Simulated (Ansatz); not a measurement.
Input for Ansatz (a program for electronic structure): R-PBE0/def2-TZVPP on GeH3N (SMILES [NH2][GeH]), a point of a torsion scan.

Ansatz 0.2 input:
```yaml
crystal:
  periodic: [false, false, false]
  atoms:
    - {symbol: N, position_ang: [-0.67412637, -0.05241541, -0.21277172]}
    - {symbol: Ge, position_ang: [0.97845306, -0.85033753, -0.34083090]}
    - {symbol: H, position_ang: [-1.42106430, -0.49291310, 0.30361287]}
    - {symbol: H, position_ang: [-0.71290527, 0.93481996, 0.01093529]}
    - {symbol: H, position_ang: [1.81244244, 0.40993293, 0.36445803]}
basis:
  gaussian:
    orbitals: def2-TZVPP
hamiltonian:
  xc: {name: PBE0}
scf: {lower_state_search: off}
```

The head of its log:

```
WARN ansatz: RAYON_NUM_THREADS=1 ignored (pool sized by the plan → 1); use --threads N
Functional definition: PBE0
these checks for a lower state are left out or cut short: stability, starts, cluster_reference, orbital_swaps, neighbouring_geometries, increment
integrals: 0.03 GiB planned
733 factors; their error is unknown
mean field: 0.37 GiB planned
mean field evaluation 1: about -58040.9268 eV, gradient 6.1e1 eV
mean field evaluation 2: about -58006.9944 eV, gradient 1.2e2 eV
```

Question: Predict the final total energy.

Answer: -2133.2317 hartree.
